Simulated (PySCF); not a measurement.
GeH6Si. Atoms are numbered in the order given.

```xyz
8

Si     0.0000     0.0000     1.6020
Ge     0.0000     0.0000    -0.7756
H      1.2090     0.6980     2.1132
H     -1.2090     0.6980     2.1132
H      0.0000    -1.3961     2.1132
H      1.2467    -0.7198    -1.3163
H     -1.2467    -0.7198    -1.3163
H      0.0000     1.4396    -1.3163
```
Charge 0, spin multiplicity 1.

Coordinates come from a PBE0-D3(BJ)/def2-TZVP optimisation.

All values below come from PBE/pcSseg-2 (PySCF).

GIAO shieldings, no solvent; atoms alike by connectivity are averaged. δ = σ(ref) − σ: ²⁹Si against TMS (σ = 324.1 ppm); ⁷³Ge against GeH4 (σ = 1621.0 ppm); ¹H against TMS (σ = 31.47 ppm), references at their B3LYP-D3(BJ)/def2-TZVP geometries, non-relativistic.

```
nucleus       atoms  count  δ (ppm)
-------  ----------  -----  -------
²⁹Si            Si1      1   -109.1
⁷³Ge            Ge2      1    -14.3
¹H       H3, H4, H5      3     3.94
¹H       H6, H7, H8      3     3.88
```
